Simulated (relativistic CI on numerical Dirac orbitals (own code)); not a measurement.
# What each ingredient does to the levels of Rb⁺

Base calculation: Dirac-Coulomb-Breit CI, separate exchange-only KLI orbitals for each configuration, a model potential for QED, valence Slater integrals scaled by 0.85, P86 correlation energy added to each configuration.

Configurations in the expansion (outside the closed core [Ar] 3d10): 4s2.4p6, 4s2.4p5.5s, 4s2.4p5.4d, 4s2.4p5.5p, 4s2.4p5.6s, 4s2.4p5.5d, 4s2.4p5.6p, 4s.4p6.4d, 4s2.4p5.4f, 4s2.4p5.7s, 4s2.4p5.6d, 4s2.4p5.7p, 4s2.4p5.5f, 4s2.4p5.5g, 4s2.4p5.7d. Double excitations out of closed p, d and f shells are left out; levels of such configurations are missing from the list, as are those of other unlisted configurations, and high levels can miss mixing partners.

Variants: (1) valence Slater integrals scaled by 0.75; (2) Slater integrals left unscaled; (3) Breit term removed; (4) QED terms removed. Shifts of the energy above 4s2.4p6 1S_0, in cm⁻¹, for the lowest level and the first level of each name with at least 55 % of one term (blank where a level changes its place among those of its configuration and J or its character, or is not in the variant):

```csv
Level,Base,Δ(1),Δ(2),Δ(3),Δ(4),Measured
4s2.4p6 1S_0,0.0,0.0,0.0,0.0,0.0,0.0
4s2.4p5.5s 3P°_2,135198.7,+248.4,-449.1,+45.4,-42.9,133341.6
4s2.4p5.4d 3P°_0,140123.1,+873.5,-1414.4,+116.0,-30.0,143022.3
4s2.4p5.5s 3P°_0,145118.1,+177.5,-164.1,+144.8,-39.9,138794.4
4s2.4p5.4d 3P°_2,145347.2,+685.1,-983.6,+123.2,-16.0,143955.9
4s2.4p5.4d 3F°_4,146398.7,+507.8,-761.7,+103.3,-11.3,
4s2.4p5.4d 3F°_3,148130.0,+396.5,-620.1,+105.9,-12.1,
4s2.4p5.4d 3F°_2,150107.6,+267.4,-472.9,+122.9,-14.2,
4s2.4p5.4d 3D°_3,153235.9,-290.6,+435.5,+106.9,-11.2,
4s2.4p5.5p 3S_1,155282.5,+361.7,-557.3,+41.3,-18.6,154274.0
4s2.4p5.4d 3D°_1,156737.9,,+559.6,+153.4,-16.7,
4s2.4p5.5p 3D_2,157536.5,+50.9,-82.8,+31.9,-17.0,156737.0
4s2.4p5.5p 3D_3,157576.3,+106.3,-162.5,+42.5,-18.3,156895.5
4s2.4p5.4d 3D°_2,158074.6,-204.4,+336.8,+214.4,-22.7,
```

For a near-neutral ion this model can misplace configurations by up to about 10,000 cm⁻¹ (more where the count of f electrons changes) and terms by 10 to 25 % of their spread. Rates follow the energies as ν³ (E1, M1) or ν⁵ (E2), so they and the lifetimes can be off by large factors. The fine structure of a lone outer electron comes out too small, for d and f at times inverted, and misplaced configurations move strength between like terms. 18 of the 20 excited levels that our extract of the measured tables holds in this range could be paired (the sources list more); they are missed by 1564 cm⁻¹ on average and 6324 at most, and levels without a partner can miss by more.

Measured levels: NIST Handbook of Basic Atomic Spectroscopic Data (Sansonetti and Martin, J. Phys. Chem. Ref. Data 34, 1559 (2005)).

Ionisation energy from the two ground configurations alone: base 27.48 eV. The NIST ASD value (measured) is 27.2895 eV.

LS names give the leading component of a level, which can be under half, so a name can repeat, a term be missing and a line seem to break the LS rules.
